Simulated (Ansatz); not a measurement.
System: CdCl2, net charge -1, doublet state. The spin state was set by rule; other spins were not relaxed. 
Coordinates optimised at B3LYP-D3(BJ)/def2-TZVP (Ansatz, a first-principles code):
```xyz
3

Cd     0.3411     0.0236     0.3929
Cl     1.1423     0.3753    -1.9891
Cl    -2.1054    -0.4420     0.8798
```
Charge -1, spin multiplicity 2.

Basis-set convergence of Hartree-Fock and MP2 correlation energies (hartree) with Ansatz. Valence correlation only, unless marked. UHF or UKS for open shells. Spin-orbit coupling is left out. Frozen are the shells of the preceding noble gas and the d and f shells that filled before the atom's block. Past Kr the def2 sets carry scalar-relativistic core potentials. This anion needs diffuse functions, which these sets lack.

| basis | functions | E(HF) | E(corr, MP2) |
|---|---|---|---|
| def2-SVP | 67 | -1085.68044 | -0.53041 |
| def2-TZVPP | 140 | [?] | [?] |

Q: Complete the blanks.

A: 
- def2-TZVPP, E(HF): -1086.04242
- def2-TZVPP, E(corr, MP2): -0.81406
